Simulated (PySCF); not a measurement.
Complete the spectrum of [C6H12P]+

Species: C6H12P (charge +1).
InChI=1S/C6H11P/c1-5(2)7-6-3-4-6/h6-7H,1,3-4H2,2H3/p+1

The calculation used TDDFT CAM-B3LYP/def2-SVPD, vertical, gas phase, core orbitals frozen in the response (PySCF 2.14.0, density-fitted response routines). Isolated species at its GFN2-xTB geometry (one conformer only). Torsions of this conformer, `[CH2:1]=[C:2]([CH3:3])[PH2+:4][CH:5]1[CH2:6][CH2:7]1`: C1–C2–P4–C5 3°, C2–P4–C5–C6 -152°.

Orbital energies (eV): HOMO-3 -16.01, HOMO-2 -14.95, HOMO-1 -14.80, HOMO -13.86, LUMO -4.12, LUMO+1 -3.24, LUMO+2 -2.95.

Lowest singlets, with some entries withheld (?).

| state | ν̃ (cm⁻¹) | f | main configurations (H = HOMO, L = LUMO) |
| --- | --- | --- | --- |
| S1 | 56180 | ? | H→L (94%) |
| S2 | 59420 | ? | H→L+1 (86%) |
| S3 | 59820 | ? | H-1→L (52%), H-3→L (25%), H-2→L (10%) |
| S4 | 61900 | ? | H→L+2 (83%) |
| S5 | 64480 | ? | H-2→L (79%) |
| S6 | 66690 | ? | H-1→L+1 (34%), H-1→L (19%), H-3→L (15%) |
| S7 | 67240 | ? | H-2→L+1 (36%), H-1→L+1 (15%), H-5→L (15%) |
| S8 | 68000 | ? | H→L+3 (78%) |

Question: Fill in the withheld entries.

Answer: 
- S1: f = 0.280
- S2: f = 0.029
- S3: f = 0.0009
- S4: f = 0.0015
- S5: f = 0.013
- S6: f = 0.018
- S7: f = 0.0029
- S8: f = 0.0014

Question: What is the mean static polarisability from the same response equations?

Answer: 86.0 au (12.74 Å³), with principal values 66.3, 89.4 and 102.3 au.

Question: How far apart are S2 and S8, in eV and cm⁻¹?

Answer: 8.430 − 7.367 = 1.063 eV, or about 8580 cm⁻¹.

Question: Where do the lowest triplets lie (Tamm–Dancoff)?

Answer: T1 4.22 eV, H→L (89%); T2 7.02 eV, H-1→L (39%), H-3→L (36%); T3 7.20 eV, H→L+1 (83%). E(S1) − E(T1) = +2.75 eV.
